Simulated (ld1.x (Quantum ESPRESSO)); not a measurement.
## Which change was made? (Sm, TM)

ld1.x (Quantum ESPRESSO) 7.5 input, shortened:

```
&input
   title='Sm', zed=62., rel=2, dft='PBE', iswitch=3,
   config='[Xe] 4f5 5d1 6s1 6p0', rel_dist='average'
 /
 &inputp
   pseudotype=2, tm=.true., lloc=1,
   nlcc=.true.
 /
3
6S  1  0   1.00   0.00  3.60  3.60  0.0
5D  3  2   1.00   0.00  2.75  2.75  0.0
6P  2  1   0.00   0.00  3.65  3.65  0.0
 &test
   configts(1)='5d1 6s1 6p0'
 /
```

Open shells are filled in proportion to 2j + 1 (rel_dist='average').

Cutoffs, loose and tight: the cutoffs (Ry, on a coarse ladder) from which the occupation-weighted sum of valence levels, in a spherical-Bessel basis at the reference potential, stays within 10 and 1 mRy of its value at 400 Ry. They do not see the model core or the augmentation charge, which bear on the density cutoff. Test errors are all-electron minus pseudo excitation energies from the reference, over the configurations 5d1 6s2 6p0; 5d1 6s0 6p0; 5d1 6s1.5 6p0; 5d2 6s0 6p0; 5d1 6s0 6p2; 5d1.5 6s1.5 6p0; 5d0 6s2 6p0; variants that change the core or the reference have their own tests.

The base gives: outcome: generated; cutoff, loose: 15 Ry; cutoff, tight: 18 Ry; bound ghosts: none; largest test error (meV): -77.

After one change the result is: outcome: generated; cutoff, loose: 12 Ry; cutoff, tight: 18 Ry; bound ghosts: s, p3/2 (extra level of the local part), p1/2 (extra level of the local part); largest test error (meV): -85. Which change was it?
A. wave 6p (bound): rc 3.65 bohr becomes 6p (bound): rc 2.76 bohr
B. all radii but the core radius scaled by about 1.17 (s 4.20, p 4.26, d 3.22 bohr)
C. type ultrasoft; waves now 6s (bound): rcut 3.15, rcutus 3.60 bohr; 6s channel at -0.05 Ry: rcut 3.15, rcutus 3.60 bohr; 6p (bound): rcut 3.15, rcutus 3.65 bohr; 6p channel at 1.8 Ry: rcut 3.15, rcutus 3.65 bohr; 5d (bound): rcut 2.40, rcutus 2.75 bohr; 5d channel at -0.3 Ry: rcut 2.40, rcutus 2.75 bohr; local potential all-electron potential smoothed inside 3.55 bohr (lloc = -1); augmentation PSQ, inside the norm-conserving radii

A. The others give: all radii but the core radius scaled by about 1.17 (s 4.20, p 4.26, d 3.22 bohr) → outcome: generated; cutoff, loose: 12 Ry; cutoff, tight: 18 Ry; bound ghosts: none; largest test error (meV): -55 | type ultrasoft; waves now 6s (bound): rcut 3.15, rcutus 3.60 bohr; 6s channel at -0.05 Ry: rcut 3.15, rcutus 3.60 bohr; 6p (bound): rcut 3.15, rcutus 3.65 bohr; 6p channel at 1.8 Ry: rcut 3.15, rcutus 3.65 bohr; 5d (bound): rcut 2.40, rcutus 2.75 bohr; 5d channel at -0.3 Ry: rcut 2.40, rcutus 2.75 bohr; local potential all-electron potential smoothed inside 3.55 bohr (lloc = -1); augmentation PSQ, inside the norm-conserving radii → outcome: failed: chargeps: negative rho.
